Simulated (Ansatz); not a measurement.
Molecule: CH$_{7}$Si$_{2}$ (charge 0, doublet). It need not be the lowest isomer of its formula. 
Coordinates optimised at B3LYP-D3(BJ)/def2-TZVP (Ansatz, a first-principles code):
```
Si
H 1 1.4848
H 1 1.4848 2 107.96
C 1 1.8844 2 109.86 3 119.80
H 4 1.0910 1 110.82 2 60.65
H 4 1.0910 5 108.15 1 -121.66
H 4 1.0923 5 108.29 6 -117.14
Si 1 2.3348 2 107.70 3 -116.03
H 8 1.4871 1 114.40 2 174.81
H 8 1.4871 9 108.89 1 -129.39
```
Charge 0, spin multiplicity 2.

Atomisation energy built up term by term with Ansatz (kcal/mol; UHF references for open shells; valence terms freeze the core; atomic spin-orbit terms are left out). Basis-set limits of correlation are two-point, X^-3; Hartree-Fock from the larger set.

```tsv
term	basis	kcal/mol
Hartree-Fock	aug-cc-pV(Q+d)Z	577.15
CCSD correlation	CBS(aug-cc-pV(T+d)Z,aug-cc-pV(Q+d)Z)	162.53
(T)	CBS(aug-cc-pV(T+d)Z,aug-cc-pV(Q+d)Z)	7.00
core correlation	cc-pwCVTZ	0.81
scalar relativity (X2C)	cc-pVTZ-DK against cc-pVTZ	-1.40
sum: De		746.1
```

(T) makes 0.9 % of the CCSD(T) atomisation energy; under 5 % is typical of single-reference molecules.
